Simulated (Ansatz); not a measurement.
HfAl6, relaxed as a quintet with UKS r2SCAN-D4/def2-SVP in Ansatz, starting from the r2SCAN-D4/def2-SVP geometry of the neutral singlet. Force threshold 0.02 eV/Å.

In the def2 sets Hf takes a core potential; there is no spin–orbit coupling. At r2SCAN-D4/def2-SVP a singlet of charge 0 lies 0.81 eV below the quintet, each at its own geometry. The structure comes from a short search, and lower isomers may exist.

Start:

```xyz
7

Hf   -0.1023    1.7942    0.6358
Al   -0.1027   -2.2309   -0.0391
Al    1.5077   -0.2747   -0.5107
Al   -1.6858   -0.3833    1.2357
Al    0.7168   -0.5006    1.9310
Al    0.6821    1.7411   -2.0071
Al   -1.0158   -0.1458   -1.2456
```

```
        step  energy (eV)  largest force component (eV/Å)  SCF passes
           1  -40869.4717                           0.695         138
           2  -40869.5365                           0.605          53
           3  -40869.5975                           0.207          59
           4  -40869.6453                           0.360          56
           5  -40869.6806                           0.132          47
6 (rejected)  -40869.6793                           0.269          46
           7  -40869.6945                           0.060          44
           8  -40869.7005                           0.061          47
           9  -40869.7041                           0.056          45
          10  -40869.7060                           0.013          40
```

Force components are those of the run's own axes.

End:

```tsv
atom	x (Å)	y (Å)	z (Å)
Hf1	-0.321	1.768	0.573
Al2	-0.127	-2.190	0.032
Al3	1.528	-0.409	-0.639
Al4	-1.707	-0.496	1.281
Al5	0.904	-0.394	1.957
Al6	0.892	1.719	-1.866
Al7	-1.169	0.002	-1.339
```

By distances, no bond broke or formed. The bond that changes most is Hf1–Al3, from 2.86 to 3.10 Å (atoms count from 1).

No frequencies were taken in this run, so the end may be a saddle point.

Run time 2.3 min (4 threads of Arm Neoverse V1 on a shared host).
